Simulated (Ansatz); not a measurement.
Computed with Ansatz on PBE0-D4/def2-TZVP structures; ΔE is electronic, products minus reactants. CCSD(T)/CBS is the MP2 limit (def2-TZVPP, def2-QZVPP) plus CCSD(T) − MP2 in def2-TZVPP, frozen cores. This one scheme is used for every species. DFT in def2-TZVPP. One conformer a species, not always the lowest.

Consider the hydrogenolysis of a C–C bond: `CCC(C)C(C)=O` + H₂ → `CC(=O)C(C)C` + CH₄.

```csv
level,ΔE (kJ/mol),difference from CCSD(T)/CBS
PBE0-D4,-65.1,-2.2
B2PLYP,-71.0,-8.1
PBE,-69.4,-6.5
r2SCAN,-67.0,-4.1
MP2/def2-TZVPP,-59.8,3.1
SCS-MP2/def2-TZVPP,-63.8,-0.9
CCSD/def2-TZVPP,-67.3,-4.4
MP2/def2-QZVPP,-59.6,3.3
HF/CBS(def2),-83.4,-20.5
CCSD/CBS(def2),-66.9,-4.0
CCSD(T)/CBS,-62.9,0
```

Largest T1 diagnostic among the species: 0.012.

The D4 term adds +9.6 kJ/mol with B3LYP and +5.6 kJ/mol with PBE0; it sums over pairs of atoms, weighted by their polarisabilities, and B3LYP, whose exchange is more repulsive, gets the larger term. In def2-TZVPP, CCSD(T) changes the Hartree–Fock value by +20.1 kJ/mol (the triples alone add +4.0 kJ/mol) and MP2 by +23.6 kJ/mol.

B3LYP here is the variant with VWN-RPA as its local correlation; programs differ in this.

CCSD(T)/CBS has its own doubt, a few kJ/mol and more with outer-core shells, so smaller differences from it don't rank the levels.
